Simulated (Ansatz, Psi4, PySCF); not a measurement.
C3H9B, charge +1, doublet, at a GFN2-xTB geometry (a state made from the parent by changing its charge; the spin is typed, not shown lowest). Base run: PySCF with MP2/STO-3G.

Here is a job for PySCF.
```python
from pyscf import gto, scf, mp

mol = gto.M(
    atom='''
B    -0.05647573    0.05517160   -0.05364308
C     1.51411882   -0.13791460   -0.22617234
H     2.02755724   -0.85500214    0.40558796
H     1.94104364    0.84853152   -0.03424725
H     1.65529476   -0.43161225   -1.26820282
C    -0.49203480   -0.76952308    1.23631151
H    -1.34235646   -1.37537941    0.91708171
H    -0.79808470   -0.01384345    1.96257438
H     0.23345189   -1.41985028    1.71348884
C    -0.97605379    0.86460885   -0.96549414
H    -1.85392301    1.28359200   -0.46707029
H    -1.36351003    0.23270689   -1.76988686
H    -0.49327601    1.71197205   -1.45898050
''',
    basis='sto-3g',
    charge=1,
    spin=1,
    verbose=4,
)

mf = scf.UHF(mol)
mf.kernel()

pt = mp.MP2(mf)
pt.kernel()
print('E(MP2) = %.10f' % pt.e_tot)
```

The same geometry, method and basis name were run in Ansatz (a quantum-chemistry and plane-wave program) and Psi4 and PySCF, at each program's defaults and at the settings that a row names. The base is PySCF at its defaults. Differences at the defaults can come from grids, fitting, cores and function types together.

```json
[
 {"code and settings": "PySCF, defaults (exact integrals, spherical functions, all electrons correlated)", "ΔE vs base (µEh)": "0.0", "basis functions": "29", "E (Eh)": "-141.72583", "SCF cycles": "11"},
 {"code and settings": "Psi4, defaults (density fitting with its default set, spherical functions, all electrons correlated)", "ΔE vs base (µEh)": "-464", "basis functions": "29", "E (Eh)": "-141.72629", "SCF cycles": "14"},
 {"code and settings": "Ansatz, defaults (factorised integrals, spherical functions, frozen core)", "ΔE vs base (µEh)": "2182", "basis functions": "29", "E (Eh)": "-141.72365", "SCF cycles": "-"},
 {"code and settings": "PySCF, frozen core", "ΔE vs base (µEh)": "2154", "basis functions": "29", "E (Eh)": "-141.72367", "SCF cycles": "11"},
 {"code and settings": "Psi4, exact integrals, spherical functions, frozen core", "ΔE vs base (µEh)": "2154", "basis functions": "29", "E (Eh)": "-141.72367", "SCF cycles": "14"},
 {"code and settings": "Ansatz, high accuracy, frozen core", "ΔE vs base (µEh)": "2154", "basis functions": "29", "E (Eh)": "-141.72367", "SCF cycles": "-"}
]
```

Open shells are given as the SCF converged; they aren't shown to be the lowest states, and a large step between rows can be another state.
